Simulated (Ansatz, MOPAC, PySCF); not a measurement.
Dimer: CH4O (SMILES CO) (first 6 atoms) with HBr (SMILES Br); geometry from B3LYP-D3(BJ)/def2-TZVP, rigid monomers moved along the line of their centres of mass till O2···H8 is 2.04 Å.
(charge 0, multiplicity 1):
```xyz
8

C     -0.1565     0.4894     0.2119
O     -0.1782    -0.7630     0.9054
H     -0.0389     0.3383    -0.8634
H      0.7040     1.0369     0.5894
H     -1.0601     1.0723     0.4066
H     -0.9356    -1.2792     0.6077
Br    -0.5687    -0.0018     4.2903
H     -0.3619    -0.4239     2.9097
```

Interaction energies are E(AB) − E(A) − E(B) at the monomers' geometry in the complex; basis-set methods are counterpoise corrected. Rows marked so take none.

Rows in 3-21G, 6-31G* carry no dispersion term and start afresh at each structure (6-31G* with six Cartesian d functions); the Pople sets are all-electron and without relativity. The state that PM7 reach isn't checked; PM7 holds dispersion and hydrogen-bond terms.

Programs: Ansatz (a quantum-chemistry and plane-wave program) with Gaussian orbitals; MOPAC for PM7 (differences of heats of formation); PySCF for 3-21G rows, 6-31G* rows, the dispersion terms. 

One of these levels gives -326.5 meV for the interaction energy. Which?
A) BP86/6-31G* (no counterpoise)
B) B3LYP/3-21G (no counterpoise)
C) r2SCAN-D4/def2-TZVPPD
D) PM7

A, BP86/6-31G* (no counterpoise). The others give -198.8 (PM7), -267.5 (r2SCAN-D4/def2-TZVPPD), -489.0 (B3LYP/3-21G (no counterpoise))
